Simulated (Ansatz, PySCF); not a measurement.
PySCF was given this input:
```python
from pyscf import gto, scf, cc

mol = gto.Mole()
mol.atom = '''
    Si   -0.00790000    2.10850000   -0.74290000
    Si    0.05240000    0.16720000    0.53970000
    Si    1.91840000   -1.14510000    0.07820000
    Si   -1.93430000   -1.03930000    0.41950000
    H     1.20150000    2.92610000   -0.62340000
    H    -0.14290000    1.77620000   -2.16380000
    H    -1.13120000    2.99010000   -0.41680000
    H     0.18940000    0.60450000    1.95100000
    H     3.18760000   -0.42850000    0.22320000
    H     1.87240000   -1.62770000   -1.30480000
    H     2.02120000   -2.33440000    0.92700000
    H    -1.95100000   -2.22530000    1.27890000
    H    -3.11730000   -0.25530000    0.78180000
    H    -2.15830000   -1.51700000   -0.94770000
'''
mol.basis = 'sto-3g'
mol.spin = 2
mol.verbose = 3
mol.build()

mf = scf.UHF(mol)
mf.kernel()

mycc = cc.CCSD(mf, frozen=20)
mycc.kernel()
et = mycc.ccsd_t()
print('E(CCSD(T)) = %.10f' % (mycc.e_tot + et))
```

Question: Give the equivalent Ansatz (a program for electronic structure) input.

Answer: One answer among several that fit: 
Ansatz 0.2 input:
```yaml
crystal:
  periodic: [false, false, false]
  atoms:
    - {symbol: Si, position_ang: [-0.00790000, 2.10850000, -0.74290000]}
    - {symbol: Si, position_ang: [0.05240000, 0.16720000, 0.53970000]}
    - {symbol: Si, position_ang: [1.91840000, -1.14510000, 0.07820000]}
    - {symbol: Si, position_ang: [-1.93430000, -1.03930000, 0.41950000]}
    - {symbol: H, position_ang: [1.20150000, 2.92610000, -0.62340000]}
    - {symbol: H, position_ang: [-0.14290000, 1.77620000, -2.16380000]}
    - {symbol: H, position_ang: [-1.13120000, 2.99010000, -0.41680000]}
    - {symbol: H, position_ang: [0.18940000, 0.60450000, 1.95100000]}
    - {symbol: H, position_ang: [3.18760000, -0.42850000, 0.22320000]}
    - {symbol: H, position_ang: [1.87240000, -1.62770000, -1.30480000]}
    - {symbol: H, position_ang: [2.02120000, -2.33440000, 0.92700000]}
    - {symbol: H, position_ang: [-1.95100000, -2.22530000, 1.27890000]}
    - {symbol: H, position_ang: [-3.11730000, -0.25530000, 0.78180000]}
    - {symbol: H, position_ang: [-2.15830000, -1.51700000, -0.94770000]}
basis:
  gaussian:
    orbitals: STO-3G
magnetization: {spin_polarized: true, initial_magnetization: 2}
correlation: {method: ccsd_t, electrons: outside_noble_gas}
accuracy: high
```

Both were run: PySCF gave -1148.168982 Eh and Ansatz -1148.168982 Eh, 0.000 mEh apart.
